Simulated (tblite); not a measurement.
Computed with GFN2-xTB (tblite): harmonic, unscaled wavenumbers at the GFN2-xTB geometry, gas phase. Against measured fundamentals such values can be off by several per cent, at times by over 20. Modes of hydrogen on silicon can be 10 to 20 % off. One conformer each. Open shells enter through the occupations alone, without spin polarisation, and single modes of such species can be off by tens of per cent. Thermal functions are those of the rigid rotor and harmonic oscillator, without mixing of conformers.

Question: Order these by their ideal-gas entropy at 500 K and 1 bar, highest first (cal/(mol K)).
A. `C=C[C@@H]1[C@H]([SiH3])C[C@@]1(F)C(=O)F`
B. `C1/C(Cl)=C\C=C/C=C\C=1`
C. `c1c(c[c]cc1Cl)F` [radical]
D. `Cl[SiH2]Cl`
E. `CC(=O)C=C=S`

Answer: A (141.9), B (110.9), C (99.9), E (98.0), D (79.0).

```json
{"SMILES": "C=C[C@@H]1[C@H]([SiH3])C[C@@]1(F)C(=O)F", "atoms": "21", "mass (u)": "176.05", "symmetry number": "1", "modes under 300 cm⁻¹": "9", "ZPE (kcal/mol)": "93.1", "S translation (cal/(mol K))": "44.0", "S rotation": "32.3", "S vibration": "65.7", "S spin": "0.0", "S": "141.9", "Cp": "69.3"}
{"SMILES": "ClC1=C/C=C\\C=C/C=C\\1", "atoms": "16", "mass (u)": "138.02", "symmetry number": "1", "modes under 300 cm⁻¹": "5", "ZPE (kcal/mol)": "74.6", "S translation (cal/(mol K))": "43.3", "S rotation": "30.9", "S vibration": "36.8", "S spin": "0.0", "S": "110.9", "Cp": "50.0"}
{"SMILES": "Fc1c[c]cc(Cl)c1", "atoms": "11", "mass (u)": "128.99", "symmetry number": "1", "modes under 300 cm⁻¹": "3", "ZPE (kcal/mol)": "42.1", "S translation (cal/(mol K))": "43.1", "S rotation": "30.3", "S vibration": "25.2", "S spin": "1.4", "S": "99.9", "Cp": "38.0"}
{"SMILES": "CC(=O)C=C=S", "atoms": "10", "mass (u)": "100.00", "symmetry number": "1", "modes under 300 cm⁻¹": "3", "ZPE (kcal/mol)": "41.9", "S translation (cal/(mol K))": "42.3", "S rotation": "28.9", "S vibration": "26.8", "S spin": "0.0", "S": "98.0", "Cp": "32.6"}
{"SMILES": "Cl[SiH2]Cl", "atoms": "5", "mass (u)": "99.93", "symmetry number": "2", "modes under 300 cm⁻¹": "1", "ZPE (kcal/mol)": "11.9", "S translation (cal/(mol K))": "42.3", "S rotation": "25.9", "S vibration": "10.8", "S spin": "0.0", "S": "79.0", "Cp": "19.5"}
```

Entropies and Cp are for 500 K and 1 bar.
